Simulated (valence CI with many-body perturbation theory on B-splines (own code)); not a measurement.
# E1 transitions of Os⁴³⁺

Level of theory: configuration interaction combined with many-body perturbation theory (CI+MBPT): five valence electrons over a frozen Dirac-Fock core [Ar] 3d10, a basis of 9 s, 9 p, 8 d, 6 f, 3 g, 1 h functions for each j, with the one-electron correlation potential Σ1, the two-electron term Σ2, the three-electron term Σ3, Breit, model QED; selected CI, second order for the rest (own B-spline code, finite nucleus).

No measured spectrum was set against this ion. As an estimate, large intervals hold to a few tenths of a per cent, small ones and those within an open d or f shell to about a per cent. Among the levels kept, up to 270 cm⁻¹ of a level comes from second order outside the variational space, and about a tenth of that is noise between levels of different J, which matters for small intervals.

Lines 101 to 150 of 212 in falling wavelength, among levels below 415.24 eV, chosen from the strongest by gf and those to the six lowest levels. Wavelengths and rates use the calculated energies. Electric multipoles are in the length gauge, E1 and E2 with the static RPA response of the core. Weak lines are less certain than strong ones. Lines between different terms over intervals too small for the method are left out, as are lines whose strength nearly cancels. The highest levels of a list are the least certain.

Levels are named by their leading jj configuration (3d3/2^4 stands for four electrons in 3d with j = 3/2), which in mixed levels can hold well under half, so a name can repeat and another be missing. Letters in brackets count levels of one name in rising energy.

```csv
λ vac (Å),Upper,Lower,A (s⁻¹),log gf,Branch %
77.28,(4s^2 4p1/2 4p3/2 4d3/2) J=5/2 [a],(4s^2 4p1/2 4p3/2^2) J=3/2,1.12e+08,-3.22,1.0
77.26,(4s^2 4p1/2 4p3/2 4d3/2) J=7/2,(4s^2 4p1/2 4p3/2^2) J=5/2,5.54e+08,-2.40,100.0
77.09,(4s^2 4p1/2 4p3/2 4d3/2) J=3/2 [a],(4s^2 4p1/2 4p3/2^2) J=3/2,4.98e+09,-1.75,6.7
76.98,(4s^2 4p1/2^2 4d3/2) J=3/2,(4s^2 4p1/2^2 4p3/2) J=3/2,1.55e+10,-1.26,99.6
76.96,(4s^2 4p1/2 4p3/2 4d3/2) J=1/2 [a],(4s^2 4p1/2 4p3/2^2) J=3/2,5.81e+09,-1.99,50.1
76.17,(4s 4p1/2^2 4p3/2 4d3/2) J=1/2 [b],(4s 4p1/2^2 4p3/2^2) J=3/2,1.20e+10,-1.68,2.0
75.23,(4s 4p1/2^2 4p3/2 4d3/2) J=1/2 [b],(4s 4p1/2^2 4p3/2^2) J=1/2,1.32e+10,-1.65,2.2
74.04,(4s^2 4p3/2^2 4d3/2) J=1/2,(4s^2 4p3/2^3) J=3/2,3.47e+09,-2.24,0.2
73.03,(4s 4p1/2^2 4p3/2 4d3/2) J=3/2 [b],(4s 4p1/2^2 4p3/2^2) J=5/2,5.76e+09,-1.73,1.8
73.02,(4s^2 4p1/2 4p3/2 4d3/2) J=3/2 [b],(4s^2 4p1/2 4p3/2^2) J=1/2,5.57e+08,-2.75,0.0
72.61,(4s^2 4p1/2 4p3/2 4d3/2) J=1/2 [b],(4s^2 4p1/2 4p3/2^2) J=1/2,2.14e+06,-5.47,0.0
71.97,(4s 4p1/2^2 4p3/2 4d5/2) J=5/2,(4s 4p1/2^2 4p3/2^2) J=3/2,1.31e+09,-2.21,0.4
71.36,(4s^2 4p1/2 4p3/2 4d5/2) J=3/2 [a],(4s^2 4p1/2 4p3/2^2) J=1/2,8.55e+08,-2.58,1.2
70.81,(4s 4p1/2^2 4p3/2 4d3/2) J=5/2 [a],(4s^2 4p1/2^2 4d5/2) J=5/2,8.53e+08,-2.42,2.3
70.62,(4s^2 4p1/2 4p3/2 4d3/2) J=5/2 [b],(4s^2 4p1/2 4p3/2^2) J=5/2,2.35e+09,-1.98,0.1
70.13,(4s 4p1/2^2 4p3/2 4d3/2) J=3/2 [a],(4s^2 4p1/2^2 4d5/2) J=5/2,3.14e+09,-2.03,4.6
70.07,(4s^2 4p1/2 4p3/2 4d3/2) J=3/2 [b],(4s^2 4p1/2 4p3/2^2) J=5/2,4.58e+08,-2.87,0.0
70.07,(4s 4p1/2^2 4p3/2 4d5/2) J=3/2,(4s 4p1/2^2 4p3/2^2) J=3/2,3.21e+10,-1.02,15.0
69.65,(4s^2 4p1/2 4p3/2 4d5/2) J=7/2 [a],(4s^2 4p1/2 4p3/2^2) J=5/2,8.35e+08,-2.31,99.2
69.48,(4s 4p1/2^2 4p3/2 4d3/2) J=7/2,(4s^2 4p1/2^2 4d5/2) J=5/2,4.05e+09,-1.63,19.5
69.29,(4s^2 4p1/2^2 4f5/2) J=5/2,(4s^2 4p1/2^2 4d5/2) J=5/2,8.60e+09,-1.43,16.7
69.27,(4s 4p1/2^2 4p3/2 4d5/2) J=3/2,(4s 4p1/2^2 4p3/2^2) J=1/2,1.03e+10,-1.53,4.8
68.58,(4s^2 4p3/2^2 4d5/2) J=1/2,(4s^2 4p3/2^3) J=3/2,2.98e+10,-1.38,70.0
68.54,(4s^2 4p1/2 4p3/2 4d5/2) J=3/2 [a],(4s^2 4p1/2 4p3/2^2) J=5/2,6.38e+09,-1.75,9.3
68.41,(4s^2 4p1/2 4p3/2 4d3/2) J=5/2 [b],(4s^2 4p1/2 4p3/2^2) J=3/2,5.93e+09,-1.60,0.3
67.89,(4s^2 4p1/2 4p3/2 4d3/2) J=3/2 [b],(4s^2 4p1/2 4p3/2^2) J=3/2,4.23e+06,-4.93,0.0
67.54,(4s^2 4p1/2 4p3/2 4d3/2) J=1/2 [b],(4s^2 4p1/2 4p3/2^2) J=3/2,8.37e+09,-1.94,0.4
67.34,(4s^2 4p1/2 4p3/2 4d5/2) J=5/2 [a],(4s^2 4p1/2 4p3/2^2) J=5/2,5.90e+10,-0.62,47.6
66.46,(4s^2 4p1/2 4p3/2 4d5/2) J=3/2 [a],(4s^2 4p1/2 4p3/2^2) J=3/2,5.63e+10,-0.83,81.7
66.05,(4s 4p1/2^2 4p3/2 4d5/2) J=5/2,(4s 4p1/2^2 4p3/2^2) J=5/2,1.03e+11,-0.39,34.1
65.56,(4s^2 4p1/2^2 4d5/2) J=5/2,(4s^2 4p1/2^2 4p3/2) J=3/2,1.39e+11,-0.27,98.9
65.35,(4s 4p1/2^2 4p3/2 4d3/2) J=3/2 [b],(4s^2 4p1/2^2 4d5/2) J=5/2,8.90e+09,-1.64,2.8
65.32,(4s^2 4p1/2 4p3/2 4d5/2) J=5/2 [a],(4s^2 4p1/2 4p3/2^2) J=3/2,1.74e+10,-1.18,14.0
65.28,(4s 4p1/2^2 4p3/2 4d5/2) J=1/2,(4s 4p1/2^2 4p3/2^2) J=3/2,3.13e+10,-1.40,8.2
64.80,(4s^2 4p1/2^2 4f7/2) J=7/2,(4s^2 4p1/2^2 4d5/2) J=5/2,1.47e+11,-0.13,95.9
64.59,(4s 4p1/2^2 4p3/2 4d5/2) J=1/2,(4s 4p1/2^2 4p3/2^2) J=1/2,3.11e+11,-0.41,81.3
64.44,(4s 4p1/2^2 4p3/2 4d5/2) J=3/2,(4s 4p1/2^2 4p3/2^2) J=5/2,3.28e+10,-1.09,15.4
64.21,(4s^2 4p1/2 4p3/2 4d5/2) J=3/2 [b],(4s^2 4p1/2 4p3/2^2) J=1/2,2.18e+11,-0.27,61.4
63.83,(4s^2 4p1/2 4p3/2 4d5/2) J=1/2,(4s^2 4p1/2 4p3/2^2) J=1/2,2.83e+11,-0.46,61.1
63.57,(4s 4p1/2^2 4p3/2 4d5/2) J=7/2 [a],(4s 4p1/2^2 4p3/2^2) J=5/2,1.82e+11,-0.06,61.0
62.57,(4s^2 4p1/2 4p3/2 4d5/2) J=7/2 [b],(4s^2 4p1/2 4p3/2^2) J=5/2,5.29e+11,0.40,100.0
62.53,(4s^2 4p1/2 4p3/2 4d5/2) J=5/2 [b],(4s^2 4p1/2 4p3/2^2) J=5/2,6.28e+10,-0.66,7.0
61.92,(4s^2 4p1/2 4p3/2 4d5/2) J=3/2 [b],(4s^2 4p1/2 4p3/2^2) J=5/2,8.43e+10,-0.71,23.8
61.36,(4s 4p1/2^2 4p3/2 4d3/2) J=5/2 [b],(4s^2 4p1/2^2 4d5/2) J=5/2,1.82e+09,-2.21,0.2
61.20,(4s 4p1/2^2 4p3/2 4d5/2) J=7/2 [b],(4s 4p1/2^2 4p3/2^2) J=5/2,4.40e+11,0.30,59.5
61.03,(4s 4p1/2^2 4p3/2 4d3/2) J=5/2 [a],(4s^2 4p1/2^2 4d3/2) J=3/2,4.74e+09,-1.80,12.8
60.79,(4s^2 4p1/2 4p3/2 4d5/2) J=5/2 [b],(4s^2 4p1/2 4p3/2^2) J=3/2,7.57e+11,0.40,84.4
60.68,(4s 4p1/2 4p3/2^3) J=3/2 [a],(4s^2 4p1/2 4p3/2^2) J=1/2,4.60e+10,-0.99,6.7
60.52,(4s 4p1/2^2 4p3/2 4d3/2) J=3/2 [a],(4s^2 4p1/2^2 4d3/2) J=3/2,1.07e+10,-1.63,15.6
60.50,(4s 4p1/2^2 4p3/2 4d3/2) J=1/2 [a],(4s^2 4p1/2^2 4d3/2) J=3/2,8.51e+08,-3.03,2.4
```
